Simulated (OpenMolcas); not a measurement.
An OpenMolcas run meant for Cu⁷⁺ (ANO-RCC-VTZP, DKH2; inactive shells 1s 2s 2p 3s 3p; intended active space 4 electrons in 5 orbitals (3d)). One step of its input:

```
&CASPT2
Multistate=5 1 2 3 4 5
Frozen=2 3
IPEA=0.25
Imaginary=3.0
MaxIter=60
WThr=0.0 0.3 0.05
PrWF=0.5
NoMix
```

The run finished. Its levels beside those of a sound run (SS-CASPT2, IPEA 0.25 Eh, imaginary shift 0.1 Eh (closed shells correlated: 3s 3p)), in cm⁻¹ above each run's lowest level:

```csv
Level,This run,Usual run
3d⁴ ⁵D₀,0.0,0.0
3d⁴ ⁵D₁,389,390
3d⁴ ⁵D₂,1118,1119
3d⁴ ⁵D₃,2122,2123
3d⁴ ⁵D₄,3353,3354
3d⁴ ³P₀,33487,33290
3d⁴ ³H₄,35519,35528
3d⁴ ³P₁,35783,35591
3d⁴ ³H₅,36417,36433
3d⁴ ³H₆,37340,37360
3d⁴ ³F₂,38702,38578
3d⁴ ³F₃,38763,38644
3d⁴ ³F₄,39199,39084
3d⁴ ³P₂,39367,39173
```

**Question.** Which setting is unsound, and how much does it matter here?

**Answer.** The level shift is far above the usual 0.1 to 0.3 hartree and damps the second-order energy. Against the sound run the excited levels shown move by 76 cm-1 on average and by 200 cm-1 at most.

Term energies are means over components that CASPT2 splits; among the terms shown or strongly mixed into the levels shown the widest spread is 150 cm-1 (3d⁴ ³F, the sound run). Some high roots are left out of the spin-orbit mixing, which shifts the levels that they would mix with. Only configurations of the active space appear.
